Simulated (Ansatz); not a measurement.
Consider the ligand exchange at the Si–N bond: `N[SiH2]N[SiH](N)O` + H₂S → `N[SiH](O)S` + `N[SiH2]N`.

Program: Ansatz. Geometries: PBE0-D4/def2-TZVP. ΔE: electronic, gas phase. CBS: MP2 limit from def2 TZ/QZ plus the TZ coupled-cluster correction, frozen cores. This one scheme is used for every species. DFT in def2-TZVPP. B3LYP here is the variant with VWN-RPA as its local correlation; programs differ in this. One conformer a species, not always the lowest.

| level | ΔE (eV) |
| --- | --- |
| B3LYP | 0.19 |
| HF/def2-TZVPP | 0.18 |
| CCSD/def2-TZVPP | 0.29 |
| SCS-MP2/def2-QZVPP | 0.24 |

Question: What does CCSD(T)/CBS give? (An estimate is asked.)

Answer: The calculation gave: +0.26 eV. The listed levels differ from it by -0.07, -0.08, 0.03, -0.02 eV.

Largest T1 diagnostic among the species: 0.011.

In def2-TZVPP, CCSD(T) changes the Hartree–Fock value by +0.13 eV (the triples alone add +0.02 eV) and MP2 by +0.10 eV. The D4 term adds +0.09 eV with B3LYP and +0.06 eV with PBE0; it sums over pairs of atoms, weighted by their polarisabilities, and B3LYP, whose exchange is more repulsive, gets the larger term.
